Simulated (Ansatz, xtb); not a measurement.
System: sum formula GeOF2 (charge -1, doublet). SMILES of the parent species: [O]=[Ge]([F])[F]
Geometry from a B3LYP-D3(BJ)/def2-TZVP (Ansatz, an electronic-structure program) optimisation:
```xyz
4

Ge    -0.1717     0.0161     0.2530
O     -1.1377    -1.2227    -0.4005
F      0.0231     1.4422    -0.8653
F      1.5986    -0.4126     0.3217
```
Charge -1, spin multiplicity 2.

Harmonic wavenumbers from GFN2-xTB (xtb, at its own minimum), cm⁻¹: 53, 141, 153, 280, 297, 747.

**Question.** Give the harmonic wavenumbers at B3LYP-D3(BJ)/def2-TZVP (Ansatz, finite differences of forces, unscaled).

**Answer.** 215, 221, 247, 539, 555, 782 cm⁻¹. Zero-point energy 3.7 kcal/mol.

**Question.** From these and the geometry, give the ideal-gas thermochemistry at 298.15 K and 1 atm (rigid rotor, harmonic oscillator).

**Answer.** Point group Cs, rotational symmetry number 1. Rotational constants 6.164, 5.504, 3.389 GHz. S(trans) 40.42, S(rot) 25.44, S(vib) 7.03, S(elec, spin only) 1.38, S 74.3 cal/(mol K). H(298) - H(0) 3.64 kcal/mol; G - E(el) -14.8 kcal/mol.
